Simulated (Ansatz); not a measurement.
Cost and result up the ladder for TiOCl2 (TiCl₂O) (4 atoms). The state is a singlet with charge 0. Geometry: PBE-D4/def2-SVP.

```xyz
4

Ti   -0.189   -0.090   -0.158
O    -1.294    1.043    0.045
Cl    1.511    0.544   -1.443
Cl   -0.028   -1.496    1.556
```

Ansatz on 4 threads of Arm Neoverse V2 on a shared host. Times are rough, and most runs start from the orbitals of an earlier one. ωB97X-V/def2-TZVP serves as the yardstick here, not as an exact answer. Differences are given only for rows in sets of like size (and for xTB, whose basis is part of the method), since another set adds its own error. Binding counts from free atoms at the same level (Ti triplet, O triplet, Cl doublet; other spins of the atoms weren't run), without zero-point energy or a counterpoise term.

The 6-31G sets use Cartesian d functions. B3LYP takes the VWN-RPA correlation. Correlated methods freeze 16 core orbitals; core or outer-core shells of Ti are correlated, in sets that lack core-valence functions.

Correlated methods converge slowly with the basis.

```tsv
level	functions	binding energy per atom (eV)	difference from ωB97X-V/def2-TZVP (eV)	remarks
PBE-D4/def2-SVP	81	4.51	–	–
PBE0-D4/def2-TZVP (with forces)	150	4.02	0.02	–
CAM-B3LYP-D4/def2-TZVP	150	3.93	-0.08	–
HF/6-31G	64	1.70	–	–
CCSD(T)/def2-TZVPP	179	3.96	-0.04	test for broken spin undecided
PBE-QIDH/def2-TZVP	150	4.01	0.00	test for broken spin undecided
ωB97X-V/def2-TZVP	150	4.00	0.00	–
B3LYP-D4/6-31G	64	3.79	–	–
PBE0-D4/def2-SVP	81	4.04	–	–
r2SCAN0-D4/def2-TZVP	150	3.88	-0.12	–
MP2/def2-TZVP	150	4.38	0.38	test for broken spin undecided
```

Q: Estimate how long each takes.

A: HF/6-31G 0.35 s; PBE-D4/def2-SVP 0.65 s; B3LYP-D4/6-31G 0.9 s; PBE0-D4/def2-SVP 0.95 s; MP2/def2-TZVP 1.2 s; CAM-B3LYP-D4/def2-TZVP 1.9 s; PBE0-D4/def2-TZVP (with forces) 2 s; PBE-QIDH/def2-TZVP 3.2 s; r2SCAN0-D4/def2-TZVP 3.3 s; ωB97X-V/def2-TZVP 4.5 s; CCSD(T)/def2-TZVPP 41 s. On shared hardware such times vary by a factor of up to 3.
